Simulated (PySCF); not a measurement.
Input for PySCF: R-B3LYP/6-31G* on CH4Be (SMILES [BeH][CH3]), a point of a bond scan (R = 1.479 Å).

```python
from pyscf import gto, scf, dft, mp
from pyscf.data.elements import chemcore

mol = gto.M(
    atom='''
    Be   -0.93852540   -0.49476050   -0.13416384
    H    -2.10724892   -1.11087408   -0.30123490
    C     0.53116533    0.28001333    0.07593101
    H     1.18499053   -0.10639309    1.34470645
    H     0.42177910    1.36971531    0.09486335
    H     1.23709912    0.04633441   -0.72832381
    ''',
    basis='6-31g*',
    cart=True,
    charge=0, spin=0, verbose=3, max_memory=1800)
mf = dft.RKS(mol, xc='b3lyp')
mf.conv_tol = 1e-8
mf.max_cycle = 100
mf.kernel()
if not mf.converged:
    mf = mf.newton().run(mf.mo_coeff, mf.mo_occ)
```

Problem. Predict the final total energy.

Solution. -55.2064 hartree.
